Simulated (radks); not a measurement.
Removal energies from neutral gold, [Xe] 4f14 5d10 6s1, by Delta-SCF beside the eigenvalue of the level emptied. All-electron calculation, scalar-relativistic Kohn-Sham, r2SCAN, spin-polarised, spherical densities, finite nucleus; meta-GGA in the generalised Kohn-Sham scheme; Fermi nuclear charge, rms radius of each element as measured or else 0.836 A^(1/3) + 0.57 fm. Program: a radial shooting solver on a logarithmic mesh with Libxc functionals. Open shells are filled with parallel spins first.

removed from              final configuration  Delta-SCF (eV)  -eigenvalue (eV)
6s                             [Xe] 4f14 5d10           9.548             6.375
5d                          [Xe] 4f14 5d9 6s1          11.903             6.838
5p            [Kr] 4d10 4f14 5s2 5p5 5d10 6s1          67.352            61.305
4f                         [Xe] 4f13 5d10 6s1          93.042            81.878
